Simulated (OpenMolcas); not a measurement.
# Kr V: the spin-orbit constant, worked from levels

```json
{
  "Program": "OpenMolcas 26.06",
  "Basis": "ANO-RCC-VTZP [6s5p3d1f]",
  "Scalar Hamiltonian": "DKH2, point nucleus",
  "Active space": "2 electrons in 3 orbitals (4p)",
  "State averaging": "2S+1 = 3 even, 3 roots; 2S+1 = 1 even, 6 roots",
  "Spin-orbit coupling": "state interaction with AMFI integrals over the reference wave functions, term energies averaged over their components"
}
```

Methods: CASSCF; SS-CASPT2, IPEA 0.25 Eh, imaginary shift 0.1 Eh (closed shells correlated: 3d 4s). Measured levels: Saloman, J. Phys. Chem. Ref. Data 36, 215 (2007).

**The spin-orbit constant.** For the Hund term ³P of p2, E(J) = (A/2) J(J+1) + constant and ζ = 2S·A = 2A. From J = 0 to J = 2 the energy changes by 3 A.

| Source | E(2) - E(0) | A | ζ |
| --- | --- | --- | --- |
| CASSCF | 7055.7 | 2351.9 | 4704 |
| SS-CASPT2 | 7038.7 | 2346.2 | 4692 |
| measured | 7595.3 | 2531.8 | 5064 |

All in cm-1. SS-CASPT2 is off by -7.3 % and CASSCF by -7.1 %. Both methods take the spin-orbit matrix elements from the reference wave functions, so the second can move ζ only through the term energies and any multistate remixing. Second-order mixing with other terms is absorbed into this ζ.

With the s shell closed, the reference lacks s² → p² mixing. Computed and measured levels are paired by configuration, term and J; levels that our copy of the source lacks, or whose pairing is in doubt (as where it misses far off the trend of its configuration), stay unpaired and out of the deviations. Only configurations of the active space appear.
